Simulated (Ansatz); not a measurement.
Geometry optimisation, RKS PBE/def2-SVP in Ansatz 0.2.0.

Input file:

```yaml
crystal:
  periodic: [false, false, false]
  atoms:
    - { symbol: Ge, position_ang: [0.0, 0.0, 0.0] }
    - { symbol: Cl, position_ang: [0.0, 0.0, 2.57] }
    - { symbol: Ge, position_ang: [2.2632, 0.0, -0.7992] }
    - { symbol: H, position_ang: [2.7487, -1.4611, -0.9782] }
    - { symbol: H, position_ang: [2.3309, 0.7367, -2.1612] }
    - { symbol: H, position_ang: [3.1736, 0.7244, 0.225] }
    - { symbol: F, position_ang: [-0.7913, 1.3709, -0.5594] }
    - { symbol: F, position_ang: [-0.7913, -1.3709, -0.5594] }
    - { symbol: O, position_ang: [1.0804, -1.6406, 0.6527] }
    - { symbol: H, position_ang: [0.514, -2.4726, 0.5682] }
    - { symbol: H, position_ang: [0.773, -1.1739, 1.8227] }
basis:
  gaussian: { orbitals: def2-SVP }
hamiltonian:
  xc: pbe
relax:
  f_tol: 0.15
  max_steps: 25
  restrain:
    - { distance: [0, 8], at: 1.77, k: 30.0 }
    - { distance: [10, 1], at: 1.37, k: 30.0 }
    - { distance: [0, 1], at: 3.42, k: 30.0 }
    - { distance: [10, 8], at: 2.21, k: 30.0 }
```

Command:

```bash
$ ansatz run input.yaml --threads 4 --pin off --max-ram 5120MiB --backend cpu --events-out ev --progress --plain --runs-dir out
```

**Question.** Where does it end, and by what steps?

**Answer.** It converged. The restraints hold the end off the free minimum; the threshold counts their pulls, which the force column leaves out. Restrained pairs: Ge1–O9 (2.07 → 1.78 Å), Cl2–H11 (1.59 → 1.34 Å), Ge1–Cl2 (2.57 → 3.43 Å), O9–H11 (1.30 → 2.20 Å). After 17 steps the energy has fallen by 1.978 eV (the restraints' own energy left out); F8 moved furthest, 1.30 Å.

```json
{"step": "0", "energy less start (eV)": "0.0000", "largest force component (eV/Å)": "3.978", "accepted": "yes"}
{"step": "1", "energy less start (eV)": "0.4996", "largest force component (eV/Å)": "3.364", "accepted": "yes"}
{"step": "2", "energy less start (eV)": "0.6056", "largest force component (eV/Å)": "3.151", "accepted": "yes"}
{"step": "3", "energy less start (eV)": "0.0002", "largest force component (eV/Å)": "2.107", "accepted": "yes"}
{"step": "4", "energy less start (eV)": "-0.7815", "largest force component (eV/Å)": "1.396", "accepted": "yes"}
{"step": "5", "energy less start (eV)": "-1.1468", "largest force component (eV/Å)": "1.149", "accepted": "yes"}
{"step": "6", "energy less start (eV)": "-1.4165", "largest force component (eV/Å)": "0.993", "accepted": "yes"}
{"step": "7", "energy less start (eV)": "-1.5948", "largest force component (eV/Å)": "0.930", "accepted": "yes"}
{"step": "8", "energy less start (eV)": "-1.7263", "largest force component (eV/Å)": "0.849", "accepted": "yes"}
{"step": "9", "energy less start (eV)": "-1.7777", "largest force component (eV/Å)": "1.359", "accepted": "yes"}
{"step": "10", "energy less start (eV)": "-1.8457", "largest force component (eV/Å)": "1.189", "accepted": "yes"}
{"step": "11", "energy less start (eV)": "-1.9016", "largest force component (eV/Å)": "1.092", "accepted": "yes"}
{"step": "12", "energy less start (eV)": "-1.9455", "largest force component (eV/Å)": "1.001", "accepted": "yes"}
{"step": "13", "energy less start (eV)": "-1.9672", "largest force component (eV/Å)": "0.979", "accepted": "yes"}
{"step": "14", "energy less start (eV)": "-1.9787", "largest force component (eV/Å)": "0.842", "accepted": "yes"}
{"step": "15", "energy less start (eV)": "-1.9247", "largest force component (eV/Å)": "1.404", "accepted": "no"}
{"step": "16", "energy less start (eV)": "-1.9708", "largest force component (eV/Å)": "0.955", "accepted": "no"}
{"step": "17", "energy less start (eV)": "-1.9783", "largest force component (eV/Å)": "0.861", "accepted": "yes"}
```

```xyz
11
Properties=species:S:1:pos:R:3
Ge 0.242 -0.683 -0.356
Cl 1.158 0.494 2.727
Ge 2.455 0.158 -0.910
H 3.278 -1.079 -1.338
H 2.264 1.112 -2.111
H 3.096 0.876 0.291
F -0.995 0.497 0.032
F -0.428 -1.428 -1.805
O 0.179 -1.984 0.859
H -0.657 -2.486 0.779
H 0.709 -0.765 2.614
```

Run time: 40 s on 4 threads of Arm Neoverse V1, on a shared host, peak memory 0.24 GiB.
